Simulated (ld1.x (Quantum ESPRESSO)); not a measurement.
**Which change was made? (Kr, TM)**

```
Element                 : krypton (Kr)
Generator               : ld1.x (Quantum ESPRESSO) 7.5
Type                    : norm-conserving Troullier–Martins (Kleinman–Bylander form)
Functional              : Wu–Cohen
Relativity              : scalar-relativistic
Frozen core             : [Ne] 3s2
Valence charge          : 24
Reference configuration : 3p6 3d10 4s2 4p4 (charge +2)
Partial waves           : 4s (bound): rc 1.30 bohr; 3p (bound): rc 0.65 bohr; 3d (bound): rc 1.05 bohr
Local potential         : all-electron potential smoothed inside 0.70 bohr (lloc = -1)
Core correction         : none
```

Occupied shells without a wave of their own: 4p. They enter only through the test configuration that unscreens the potential.

Cutoffs, loose and tight: the cutoffs (Ry, on a coarse ladder) from which the occupation-weighted sum of valence levels, in a spherical-Bessel basis at the reference potential, stays within 10 and 1 mRy of its value at 400 Ry. They do not see the model core or the augmentation charge, which bear on the density cutoff. Test errors are all-electron minus pseudo excitation energies from the reference, over the configurations 3p6 3d10 4s2 4p6; 3p6 3d10 4s2 4p5; 3p6 3d10 4s2 4p3; 3p6 3d10 4s2 4p2; 3p6 3d9 4s2 4p6; 3p6 3d10 4s2 4p5.5; 3p6 3d10 4s1 4p6; variants that change the core or the reference have their own tests. The largest error is taken over the tests solved by every variant that gives reliable tests at all, those not shown here included: 3p6 3d10 4s1 4p6; 3p6 3d10 4s2 4p2; 3p6 3d10 4s2 4p3; 3p6 3d10 4s2 4p5; 3p6 3d10 4s2 4p5.5; 3p6 3d10 4s2 4p6.

The base gives: outcome: generated; cutoff, loose: 300 Ry; cutoff, tight: over 300 Ry; bound ghosts: s; largest test error (meV): +243.

Problem. After one change the result is: outcome: generated, misses its reference levels by 0.15 eV; cutoff, loose: 300 Ry; cutoff, tight: over 300 Ry; bound ghosts: s; largest test error (meV): -421. Which change was it?
A. local potential all-electron potential smoothed inside 0.50 bohr (lloc = -1)
B. local potential all-electron potential smoothed inside 0.86 bohr (lloc = -1)
C. local potential all-electron potential smoothed inside 0.78 bohr (lloc = -1)
D. local potential all-electron potential smoothed inside 1.00 bohr (lloc = -1)
E. local potential all-electron potential smoothed inside 1.10 bohr (lloc = -1)

Solution. C. The others give: local potential all-electron potential smoothed inside 1.00 bohr (lloc = -1) → outcome: generated, misses its reference levels by 0.45 eV; cutoff, loose: over 300 Ry; cutoff, tight: over 300 Ry; bound ghosts: s; largest test error (meV): +1152 | local potential all-electron potential smoothed inside 0.86 bohr (lloc = -1) → outcome: generated; cutoff, loose: over 300 Ry; cutoff, tight: over 300 Ry; bound ghosts: s; largest test error (meV): +190 | local potential all-electron potential smoothed inside 1.10 bohr (lloc = -1) → outcome: generated, misses its reference levels by 0.89 eV; cutoff, loose: over 300 Ry; cutoff, tight: over 300 Ry; bound ghosts: s; largest test error (meV): +2304 | local potential all-electron potential smoothed inside 0.50 bohr (lloc = -1) → outcome: generated, misses its reference levels by 0.19 eV; cutoff, loose: 300 Ry; cutoff, tight: over 300 Ry; bound ghosts: s; largest test error (meV): -516.
